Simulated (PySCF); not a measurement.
## Radial density of Mo (molybdenum, neutral)

UHF, [Kr] 4d5 5s1, high-spin 7S determinant. Computed with PySCF 2.14 in aug-cc-pVDZ-PP with ECP28MDF (5s5p4d2f, 54 functions), with scalar relativity through the core potential. This is the valence pseudo-density: the core potential removes the inner electrons and smooths the orbitals near the nucleus.

```json
{"r (bohr)": "0.0438", "4πr²ρ (e/bohr)": "2.588e-05", "4πr²(ρα − ρβ)": "0.0000"}
{"r (bohr)": "0.0737", "4πr²ρ (e/bohr)": "7.645e-05", "4πr²(ρα − ρβ)": "0.0000"}
{"r (bohr)": "0.124", "4πr²ρ (e/bohr)": "0.0003823", "4πr²(ρα − ρβ)": "0.0001"}
{"r (bohr)": "0.208", "4πr²ρ (e/bohr)": "0.004420", "4πr²(ρα − ρβ)": "0.0012"}
{"r (bohr)": "0.351", "4πr²ρ (e/bohr)": "0.1025", "4πr²(ρα − ρβ)": "0.0241"}
{"r (bohr)": "0.590", "4πr²ρ (e/bohr)": "2.420", "4πr²(ρα − ρβ)": "0.3683"}
{"r (bohr)": "0.992", "4πr²ρ (e/bohr)": "10.72", "4πr²(ρα − ρβ)": "2.0538"}
{"r (bohr)": "1.67", "4πr²ρ (e/bohr)": "5.899", "4πr²(ρα − ρβ)": "2.7374"}
{"r (bohr)": "2.81", "4πr²ρ (e/bohr)": "1.341", "4πr²(ρα − ρβ)": "1.2395"}
{"r (bohr)": "4.72", "4πr²ρ (e/bohr)": "0.2448", "4πr²(ρα − ρβ)": "0.2446"}
{"r (bohr)": "7.94", "4πr²ρ (e/bohr)": "0.01189", "4πr²(ρα − ρβ)": "0.0119"}
```

Energies and moments cover only the electrons outside the core potential.
